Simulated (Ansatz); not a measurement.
Consider the ligand exchange at the Si–N bond: `BN[SiH2]O` + H–F → `O[SiH2]F` + `BN`.

Gas-phase electronic energies from Ansatz, PBE0-D4/def2-TZVP geometries. CCSD(T)/CBS is the MP2 limit (def2-TZVPP, def2-QZVPP) plus CCSD(T) − MP2 in def2-TZVPP, frozen cores. This one scheme is used for every species. DFT in def2-TZVPP. One conformer a species, not always the lowest.

`BN[SiH2]O`:

```xyz
10

B    -1.135    0.891   -0.990
N    -0.435   -0.267   -0.631
Si    0.984   -0.350    0.374
O     0.698   -1.078    1.818
H    -0.751    1.949   -0.580
H    -2.102    0.810   -1.693
H    -0.790   -1.144   -0.989
H     1.997   -1.216   -0.267
H     1.441    1.050    0.535
H     0.093   -0.646    2.424
```

H–F:

Z-matrix (Å, degrees):
```
F
H 1 0.920
```

`O[SiH2]F`:

Z-matrix (Å, degrees):
```
Si
F 1 1.596
O 1 1.630 2 111.0
H 1 1.482 2 106.0 3 121.4
H 1 1.474 2 108.2 3 -116.3
H 3 0.958 1 119.1 2 71.8
```

`BN`:

Cartesian coordinates in Å:
```
B -0.577 -0.215 0.294
N 0.594 0.221 -0.302
H -1.254 0.573 0.889
H -0.882 -1.369 0.199
H 1.210 -0.385 -0.817
H 0.911 1.175 -0.263
```

```tsv
level	ΔE (kJ/mol)
LDA (SPW92)	-95.2
CAM-B3LYP-D4	-104.4
LC-ωPBE	-101.3
HF/def2-SVP	-103.7
```

Q: What does CCSD(T)/CBS give? (Best estimate.)

A: Computed: -93.6 kJ/mol. The listed levels differ from it by -1.6, -10.8, -7.7, -10.1 kJ/mol.

Largest T1 diagnostic among the species: 0.012.

In def2-TZVPP, CCSD(T) changes the Hartree–Fock value by +17.0 kJ/mol (the triples alone add +2.4 kJ/mol) and MP2 by +18.6 kJ/mol. Leaving LDA and LC-ωPBE aside and taking each functional with its dispersion term where it has one, the values, not all of them listed here, spread over 15.6 kJ/mol, from B97M-V to revPBE-D4. LDA lies +4.6 kJ/mol from PBE without D4.
